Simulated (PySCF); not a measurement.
A structure optimised at PBE0-D3(BJ)/def2-SVP, used in a PySCF frequency run:

```xyz
6

Ti    -0.1078    -0.0440     0.0000
O      0.0951    -1.6247     0.0000
O      0.0681     0.8141    -1.5871
H      0.2612     0.4702    -2.4638
O      0.0681     0.8141     1.5871
H      0.2612     0.4702     2.4638
```

**Question.** Write its SMILES, formula and point group.

**Answer.** [O]=[Ti]([OH])[OH], H2O3Ti, Cs

**Question.** What are its rotational constants (standard atomic weights)?

**Answer.** 7.7822, 5.3872, 3.2231 GHz
